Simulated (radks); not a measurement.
The numbers below are computed, except where a source is named.
Species: Cu XXVI. Configuration: [He] 2s2 (the NIST ground configuration).

Code: a radial shooting solver on a logarithmic mesh with Libxc functionals. Model: scalar-relativistic Kohn-Sham, PBEsol, spin-polarised, spherical densities, finite nucleus; Fermi nuclear charge, rms radius 3.8823 fm.

Energy parts (hartree):
| part | energy |
|---|---|
| total | -1017.28673 |
| kinetic | 1039.14810 |
| electron-nucleus | -2102.09954 |
| Hartree | 68.15798 |
| exchange-correlation | -22.49327 |

Orbitals (lengths in bohr, moments of r in powers of bohr):
\begin{tabular}{lrrrr}
orbital & occ. & eigenvalue (hartree) & <r^2> & <1/r> \\ \hline
1s & 2 & -388.4952 & 0.003606 & 29.27 \\
2s & 2 & -89.34665 & 0.05414 & 6.977 \\
2p & 0 & -86.31656 & 0.04081 & 6.838 \\
3s & 0 & -37.96732 & 0.2814 & 3.003 \\
\end{tabular}

The highest occupied level is 2s at -2431.2 eV. For comparison, the ionisation energy in NIST's Atomic Spectra Database is 2479 eV (semi-empirical). In exact Kohn-Sham theory the highest level is minus the ionisation energy, but local and semilocal functionals leave it too shallow, through self-interaction and a potential that decays too fast; potentials with the right tail come closer. The electron density at the nucleus is 2.266e+04 e/bohr^3 (large components only). Summed over all electrons, <r^2> = 0.1155 bohr^2, which gives a Langevin (diamagnetic) susceptibility term of -0.0915 x 10^-6 cm^3/mol. The density falls to 0.001 e/bohr^3 at r = 0.68 bohr.
